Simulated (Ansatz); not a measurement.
**From B to In: the atomisation energy (no zero-point term)**

Gas-phase molecules, one atom swapped for its congeners: CH8BN `[BH3-][NH2+]C`; CH8AlN `C[NH2+][AlH3-]`; CH8GaN `C[NH2+][GaH3-]`; CH8InN `C[NH2+][InH3-]`. All are singlets with charge 0.

Shapes, held fixed at every level: PBE0-D4/def2-TZVP. Programs: Ansatz 0.2.0. Values in eV.

(1) How should the atomisation energy change along the series?

## Answers

(1) At CCSD(T)/def2-TZVPP the atomisation energy falls at every step, from 38.21 to 33.13 eV. Every level shows the same order. For atoms past krypton def2 sets carry core potentials with scalar relativity. Relativity is left out for Ga. Outer-core shells of Ga, In are correlated in most correlated rows, in sets that cover them unevenly. Spin-orbit coupling, which grows down the group, is left out (summed over each molecule's free atoms 0.00, 0.01, 0.07, 0.19 eV). Coupled cluster in double- or triple-zeta sets underbinds by a few per cent against its basis-set limit.

```json
{"level": "HF/def2-SVP", "CH8BN": "29.49", "CH8AlN": "26.83", "CH8GaN": "25.76", "CH8InN": "24.48"}
{"level": "PBE-D4/def2-TZVPP", "CH8BN": "39.55", "CH8AlN": "35.97", "CH8GaN": "35.11", "CH8InN": "33.86"}
{"level": "r2SCAN-D4/def2-TZVPP", "CH8BN": "39.08", "CH8AlN": "35.81", "CH8GaN": "34.95", "CH8InN": "33.64"}
{"level": "wB97X-V/def2-TZVPP", "CH8BN": "39.18", "CH8AlN": "36.10", "CH8GaN": "35.18", "CH8InN": "34.01"}
{"level": "MP2/def2-SVP", "CH8BN": "37.20", "CH8AlN": "33.91", "CH8GaN": "33.08", "CH8InN": "31.73"}
{"level": "CCSD(T)/def2-TZVPP", "CH8BN": "38.21", "CH8AlN": "35.16", "CH8GaN": "34.43", "CH8InN": "33.13"}
```
